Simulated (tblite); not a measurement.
Compound: C₄H₁₀NOSi₂ (doublet state).
Geometry (GFN2-xTB, Å), atoms numbered from 1 in this order:
```
atom  x, y, z in Å
C1     2.7763    0.7393   -1.7137
C2     2.0045    0.1671   -0.8046
O3     0.6522    0.1622   -0.9212
C4    -0.1205   -0.5910   -0.0675
C5     0.2663   -1.7545    0.4510
N6    -1.3218    0.0414    0.1089
Si7   -2.6160   -0.7225    0.9870
Si8   -1.4006    1.5998   -0.6956
H9     2.3569    1.1977   -2.5909
H10    3.8418    0.7679   -1.5915
H11    2.4025   -0.2985    0.0901
H12   -0.3702   -2.3053    1.1141
H13    1.2165   -2.1917    0.2088
H14   -2.9889   -1.9840    0.3548
H15   -2.2766   -0.8228    2.4041
H16   -2.7397    2.0570   -0.3182
H17   -1.3031    1.4428   -2.1428
H18   -0.3886    2.5016   -0.1493
```

Computed geometry: GFN2-xTB, gas phase. This method treats the open shell by occupation alone, without spin polarisation.

Take the most abundant isotopes and a rigid rotor. The values belong to one conformer with, in the numbering `[CH2:1]=[CH:2][O:3][C:4](=[CH2:5])[N:6]([SiH2:7])[SiH3:8]`, C1–C2–O3–C4 171°, C2–O3–C4–C5 -33°, O3–C4–N6–Si7 173°, C4–N6–Si7–H -59° and 69°.

Q: Give the principal moments of inertia and the rotational constants in cm⁻¹.

A: Ia = 203.10, Ib = 528.03, Ic = 712.38 u·Å²; 505379 MHz·u·Å²/I gives 2488, 957.1 and 709.4 MHz, that is A = 0.08300, B = 0.03193, C = 0.02366 cm⁻¹.

Q: Classify the top.

A: An asymmetric top; Ray's κ = -0.722.

Q: Is it planar, by Δ = Ic − Ia − Ib?

A: Not planar: Δ = Ic − Ia − Ib = -18.75 u·Å². For a rigid frame Δ = −2 Σ m c², so Σ m c² = 9.37 u·Å² lies off the ab plane: 7.55 from hydrogen and 1.82 from heavier atoms. The atom farthest from that plane is 1.28 Å away.

Q: Where do the levels up to J = 4 lie, in K?

A: Above 0(0,0), as E/k:
J = 1: 1(0,1) 0.080, 1(1,1) 0.153, 1(1,0) 0.165
J = 2: 2(0,2) 0.239, 2(1,2) 0.302, 2(1,1) 0.337, 2(2,1) 0.558, 2(2,0) 0.559
J = 3: 3(0,3) 0.473, 3(1,3) 0.523, 3(1,2) 0.594, 3(2,2) 0.798, 3(2,1) 0.804, 3(3,1) 1.196, 3(3,0) 1.196
J = 4: 4(0,4) 0.781, 4(1,4) 0.817, 4(1,3) 0.935, 4(2,3) 1.116, 4(2,2) 1.135, 4(3,2) 1.518, 4(3,1) 1.519, 4(4,1) 2.072, 4(4,0) 2.072

Q: Estimate the classical rotational partition function at 25 K, 50 K and 500 K.

A: Point group C1, symmetry number σ = 1; q = (√π/σ)·√((kT/h)³/(ABC)), k/h = 20836.6 MHz/K: 16200 at 25 K, 45900 at 50 K, 1450000 at 500 K.

For this open shell read J as N, the rotation without spin; fine and hyperfine splittings come on top. Its GFN2-xTB frequencies are all real (lowest 34 cm⁻¹). Constants of a rigid frame at the computed geometry: no zero-point averaging, no centrifugal distortion.

Hardware: one thread, Arm Neoverse V1 (aarch64) (shared host). Cost: 1.5 s. This is the geometry optimisation.
